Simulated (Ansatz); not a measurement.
Geometry optimisation, UKS B3LYP/def2-SVP (Ansatz 0.2.0).

Input file:

```yaml
crystal:
  periodic: [false, false, false]
  atoms:
    - { symbol: Ge, position_ang: [0.006657, 0.010849, -0.306319] }
    - { symbol: F, position_ang: [-0.006296, -0.011344, 1.411331] }
    - { symbol: H, position_ang: [1.475413, -0.060784, -0.743206] }
    - { symbol: H, position_ang: [-0.789716, 1.246991, -0.743336] }
    - { symbol: Cl, position_ang: [-1.021001, -1.769106, -0.969915] }
    - { symbol: Si, position_ang: [0.006105, 0.01073, 4.213269] }
    - { symbol: H, position_ang: [-0.764008, -1.18894, 4.66998] }
    - { symbol: H, position_ang: [1.426483, -0.058417, 4.683876] }
    - { symbol: H, position_ang: [-0.647638, 1.273321, 4.68482] }
magnetization:
  spin_polarized: true
  initial_magnetization: 1
basis:
  gaussian: { orbitals: def2-SVP }
hamiltonian:
  xc: b3lyp
relax:
  f_tol: 0.03
  max_steps: 50
```

Launched with:

```bash
$ ansatz run input.yaml --threads 4 --pin off --max-ram 5120MiB --backend cpu --events-out ev --progress --plain --runs-dir out
```

Problem. Where does it end, and by what steps?

Solution. The run converged. The force dipped under the threshold on the way, but the program's further checks kept it going. After 6 steps the energy has fallen by 0.096 eV; H9 moved furthest, 0.43 Å.

| step | energy less start (eV) | largest force component (eV/Å) | accepted |
| --- | --- | --- | --- |
| 0 | 0.0000 | 1.101 | yes |
| 1 | -0.0797 | 0.333 | yes |
| 2 | -0.0939 | 0.091 | yes |
| 3 | -0.0949 | 0.102 | yes |
| 4 | -0.0958 | 0.147 | yes |
| 5 | -0.0962 | 0.005 | yes |
| 6 | -0.0963 | 0.016 | yes |

```xyz
9
Properties=species:S:1:pos:R:3
Ge 0.000 -0.002 -0.620
F -0.014 -0.026 1.125
H 1.468 -0.076 -1.055
H -0.798 1.233 -1.055
Cl -1.028 -1.781 -1.283
Si 0.025 0.044 4.594
H -0.754 -1.171 4.980
H 1.427 -0.048 5.102
H -0.639 1.279 5.113
```

Whether the end is a true minimum wasn't checked by a vibrational analysis.

Time of the run: 20 s on 4 threads of Arm Neoverse V2, with other jobs on the host, peak memory 0.37 GiB.
